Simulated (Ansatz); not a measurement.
Compare A (`C[SiH2]N[SiH2]O`) with its isomer B (`C[Si](N)(O)[SiH3]`).

Gas-phase electronic energies from Ansatz, PBE0-D4/def2-TZVP geometries. CCSD(T)/CBS adds triple-zeta CCSD(T) − MP2 to the extrapolated MP2 energy (def2 sets, frozen cores). DFT in def2-TZVPP. B3LYP here is the variant with VWN-RPA as its local correlation; programs differ in this. One conformer a species, not always the lowest.

A:

Z-matrix (Å, degrees):
```
C
Si 1 1.867
H 1 1.093 2 111.0
H 1 1.093 2 110.5 3 -119.3
H 1 1.092 2 111.2 3 120.4
N 2 1.731 1 112.0 3 -60.0
H 2 1.491 1 108.1 3 62.7
H 2 1.486 1 110.7 3 -178.4
Si 6 1.718 2 129.5 1 -124.9
H 6 1.012 2 115.4 1 56.4
O 9 1.647 6 114.1 2 111.0
H 9 1.481 6 110.9 2 -133.4
H 9 1.485 6 105.8 2 -11.5
H 11 0.958 9 117.3 6 -61.2
```

B:

```xyz
14

C     1.2803    0.9364   -0.8470
Si    0.2512   -0.3086    0.0874
N    -0.2155   -1.4976   -1.0657
O     1.0844   -1.0287    1.3203
Si   -1.5609    0.6958    1.1900
H     0.6812    1.4703   -1.5896
H     1.7009    1.6758   -0.1619
H     2.1097    0.4460   -1.3657
H    -0.2086   -1.2817   -2.0489
H    -0.9043   -2.1998   -0.8501
H     1.7454   -1.6727    1.0557
H    -1.1384    1.6006    2.2952
H    -2.3565    1.5045    0.2211
H    -2.4689   -0.3403    1.7593
```

(1) Which is lower in electronic energy at CCSD(T)/CBS, and by how much? (An estimate is asked.)

(2) Give E(B) − E(A) in kcal/mol with r2SCAN-D4, ωB97M-V, B3LYP-D4, CCSD/def2-TZVPP, CCSD(T)/def2-TZVPP, MP2/def2-TZVPP, PBE0-D4. (Best estimate.)

Largest T1 diagnostic: 0.012.

Answers

(1) Ansatz gave: A, by 14.6 kcal/mol.

(2) Ansatz gave: r2SCAN-D4 12.5, ωB97M-V 14.9, B3LYP-D4 13.5, CCSD/def2-TZVPP 15.2, CCSD(T)/def2-TZVPP 14.7, MP2/def2-TZVPP 16.5, PBE0-D4 10.9. None reverses the order clearly.

From PBE to PBE0 (25 % exact exchange), in def2-TZVPP and without D4, E(B) − E(A) moves by +1.7 kcal/mol. In def2-TZVPP, CCSD(T) changes the Hartree–Fock value by −4.1 kcal/mol (the triples alone add −0.6 kcal/mol) and MP2 by −2.3 kcal/mol.
